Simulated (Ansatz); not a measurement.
A single point on CH7BGeO (`B[O][GeH2][CH3]`).

```yaml
crystal:
  periodic: [false, false, false]
  atoms:
    - {symbol: B, position_ang: [-0.913831, 1.739941, 0.531283]}
    - {symbol: O, position_ang: [-0.076807, 0.961291, 1.225949]}
    - {symbol: Ge, position_ang: [0.704978, -0.579753, 0.705071]}
    - {symbol: C, position_ang: [0.191087, -1.038267, -1.109189]}
    - {symbol: H, position_ang: [-1.246634, 1.458836, -0.595241]}
    - {symbol: H, position_ang: [-1.329004, 2.734970, 1.063091]}
    - {symbol: H, position_ang: [2.211981, -0.313503, 0.843373]}
    - {symbol: H, position_ang: [0.233577, -1.619214, 1.733911]}
    - {symbol: H, position_ang: [0.681844, -1.971970, -1.391457]}
    - {symbol: H, position_ang: [0.496230, -0.256622, -1.804850]}
    - {symbol: H, position_ang: [-0.888119, -1.172607, -1.181539]}
basis:
  gaussian: {orbitals: def2-QZVPP}
correlation: {method: mp2}
```

```sh
$ ansatz run in.yaml --threads 4 --pin off --events-out ev --progress --plain --max-ram 10444MiB
```

It prints (some lines left out):

```
Functional definition: HF
2872 factors; integrals over basis functions are off by at most 8.5e-4 eV
mean field evaluation 1: about -60324.1059 eV, gradient 4.4e1 eV
mean field evaluation 2: about -60324.2068 eV, gradient 4.4e1 eV
mean field evaluation 4: about -60328.3255 eV, gradient 4.7e0 eV
mean field evaluation 8: about -60328.3915 eV, gradient 2.2e-1 eV
mean field -60328.39251228 eV, -2217.0275327733 hartree, gradient 8.4e-6 eV, S^2 0.000000; 0 other end points of the search recorded, 0 dependent functions left out
12 core orbitals not correlated: weight in the atoms' cores, before any rotation towards them, 1.000 or more for the frozen orbitals, at most 0.000 for the correlated occupied ones
reference -60328.39251228 eV, -2217.0275327733 hartree; 17, 17 occupied and 441, 441 virtual orbitals, 2872 factors
second order -29.38397118 eV of doubles, -0.00000000 eV of singles
Total energy: -60357.77648346 eV, -2218.1073737968 hartree
```

It took 25 s on 4 threads of an Arm Neoverse V1 on a shared host, with 2.9 GiB of host memory at the peak.
